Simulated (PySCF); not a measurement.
C$_{3}$H$_{10}$BO$_{3}$, charge +1, singlet, at a GFN2-xTB geometry; R2SCAN/6-31G (PySCF).

The PySCF input:
```python
from pyscf import gto, scf, dft

mol = gto.Mole()
mol.atom = '''
    C     0.156834    2.534257   -0.347859
    O    -0.537084    1.317305   -0.096185
    B    -0.124838    0.080010    0.000554
    O    -0.802504   -1.025435    0.180717
    C    -2.222883   -1.163896    0.268448
    O     1.380329   -0.199755   -0.135851
    C     1.905510   -1.529007    0.093276
    H     0.844608    2.428267   -1.187666
    H     0.694947    2.851687    0.547406
    H    -0.598752    3.279958   -0.591039
    H    -2.715287   -0.194729    0.222363
    H    -2.446431   -1.658715    1.212787
    H    -2.547655   -1.791822   -0.560504
    H     1.948700    0.470369    0.276337
    H     2.911386   -1.573423   -0.321513
    H     1.914593   -1.770253    1.155556
    H     1.255388   -2.226431   -0.429140
'''
mol.basis = '6-31g'
mol.charge = 1
mol.spin = 0
mol.verbose = 4
mol.build()

mf = dft.RKS(mol)
mf.xc = 'r2scan'
mf.kernel()
```

Predict the main parts of the log of this PySCF run.


```
PySCF version 2.14.0

[INPUT] verbose = 4
[INPUT] num. atoms = 17
[INPUT] num. electrons = 56
[INPUT] charge = 1
[INPUT] spin (= nelec alpha-beta = 2S) = 0
[INPUT] symmetry False subgroup None
[INPUT] Mole.unit = angstrom
[INPUT] Symbol           X                Y                Z      unit          X                Y                Z       unit  Magmom
[...]
nuclear repulsion = 325.201838521724
number of shells = 55
number of NR pGTOs = 194
number of NR cGTOs = 83
basis = 6-31g
ecp = {}

******** <class 'pyscf.dft.rks.RKS'> ********
method = RKS
initial guess = minao
damping factor = 0
level_shift factor = 0
DIIS = <class 'pyscf.scf.diis.CDIIS'>
diis_start_cycle = 1
diis_space = 8
diis_damp = 0
SCF conv_tol = 1e-09
SCF conv_tol_grad = None
SCF max_cycles = 50
direct_scf = True
direct_scf_tol = 1e-13
XC library pyscf.dft.libxc version 7.1.2
    S. Lehtola, C. Steigemann, M. J. T. Oliveira, and M. A. L. Marques,  SoftwareX 7, 1–5 (2018)
XC functionals = r2scan
    J. W. Furness, A. D. Kaplan, J. Ning, J. P. Perdew, and J. Sun,  J. Phys. Chem. Lett. 11, 8208–8215 (2020)
    J. W. Furness, A. D. Kaplan, J. Ning, J. P. Perdew, and J. Sun,  J. Phys. Chem. Lett. 11, 9248–9248 (2020)
    J. W. Furness, A. D. Kaplan, J. Ning, J. P. Perdew, and J. Sun,  J. Phys. Chem. Lett. 11, 8208–8215 (2020)
    J. W. Furness, A. D. Kaplan, J. Ning, J. P. Perdew, and J. Sun,  J. Phys. Chem. Lett. 11, 9248–9248 (2020)
radial grids:
    Treutler-Ahlrichs [JCP 102, 346 (1995); DOI:10.1063/1.469408] (M4) radial grids

becke partition: Becke, JCP 88, 2547 (1988); DOI:10.1063/1.454033
pruning grids: <function nwchem_prune>
grids dens level: 3
symmetrized grids: False
atomic radii adjust function: <function treutler_atomic_radii_adjust>
small_rho_cutoff = 0
Set gradient conv threshold to 3.16228e-05
Initial guess from minao.
tot grids = 196728
init E= -371.314035198401
[...]
cycle= 1 E= -370.232825824705  delta_E= 1.08  |g|= 0.813  |ddm|= 3.65
[...]
cycle= 2 E= -369.988570145527  delta_E= 0.244  |g|= 1.38  |ddm|= 1.66
[...]
cycle= 3 E= -370.3609550551  delta_E= -0.372  |g|= 0.123  |ddm|= 1.14
[...]
cycle= 4 E= -370.363332316488  delta_E= -0.00238  |g|= 0.0587  |ddm|= 0.115
[...]
cycle= 5 E= -370.363966350879  delta_E= -0.000634  |g|= 0.00952  |ddm|= 0.0439
[...]
cycle= 6 E= -370.363984503865  delta_E= -1.82e-05  |g|= 0.00419  |ddm|= 0.0106
[...]
cycle= 7 E= -370.363987997265  delta_E= -3.49e-06  |g|= 0.00168  |ddm|= 0.004
[...]
cycle= 8 E= -370.363988538175  delta_E= -5.41e-07  |g|= 0.000285  |ddm|= 0.00135
[...]
cycle= 9 E= -370.363988556637  delta_E= -1.85e-08  |g|= 3.7e-05  |ddm|= 0.000304
[...]
cycle= 10 E= -370.363988556978  delta_E= -3.42e-10  |g|= 1.59e-05  |ddm|= 5.58e-05
[...]
Extra cycle  E= -370.363988556946  delta_E= 3.21e-11  |g|= 1.96e-05  |ddm|= 3.25e-05
converged SCF energy = -370.363988556946
```
